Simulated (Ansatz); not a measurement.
Basis-set extrapolation for C₂H₆O₂Si, SMILES `C[SiH2]C(=O)O` (PBE0-D4/def2-TZVP geometry, frozen core, Ansatz). Multiplicity 1, RHF reference.

```csv
,def2-TZVPP,def2-QZVPP
HF,-518.017881,-518.037356
MP2 correlation,-0.923838,-0.992614
CCSD(T) correlation,-0.996592,not run
```

Energies in hartree. Use E(X) = E(∞) + A·exp(−7.88·√X) for Hartree–Fock and E(X) = E(∞) + B·X^(−2.97) for correlation, with X = 3 and 4, and add CCSD(T) minus MP2 of the smaller set to the MP2 limit.

Question: What is the CCSD(T) energy at the basis-set limit?

Answer: HF limit: -518.037356 + (-0.019475) × 0.13774 = -518.04004. MP2 limit: -0.992614 + (-0.068776) × 0.74074 = -1.04356. Higher-order term: -0.996592 − (-0.923838) = -0.07275. Total: -519.15635 hartree, 372.5 kJ/mol below CCSD(T)/def2-TZVPP.
